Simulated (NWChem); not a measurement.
A series in which one site is exchanged, each optimised at PBE0/def2-SVP with NWChem, gas phase unless a solvent is named. All stand in one matching conformer (torsions within 35°), which need not be the lowest. Some are not confirmed as minima by frequencies. def2 effective core potentials on Zr, Hf; no spin-orbit coupling.

A: [NH2][Ge]([F])([F])[F] (GeNH₂F₃; site = Ge)
B: [F][Zr]([F])([NH2])[F] (ZrNH$_{2}$F$_{3}$; site = Zr)
C: N[Si](F)(F)F (SiNH2F3; site = Si)
D: [F][Hf]([F])([F])[NH2] (HfNH₂F₃; site = Hf)

Values for A:

```
Quantity                                              Result
----------------------------------------------------  ------
dipole (D), PBE0/def2-SVP                               3.53
orbital gap (eV), PBE0/def2-SVP                         8.36
vertical ionisation energy, ΔSCF, PBE0/def2-SVP (eV)   11.52
lowest singlet excitation, PBE0/def2-SVPD, TDA (eV)     6.65
```

Problem. How do these values change for the other members?

Solution. 
```tsv
change from A	B	C	D
dipole (D), PBE0/def2-SVP	-0.84	-0.42	-0.92
orbital gap (eV), PBE0/def2-SVP	-1.25	+1.06	-0.80
vertical ionisation energy, ΔSCF, PBE0/def2-SVP (eV)	-1.11	-0.18	-1.09
lowest singlet excitation, PBE0/def2-SVPD, TDA (eV)	-1.33	+0.65	-0.88
```
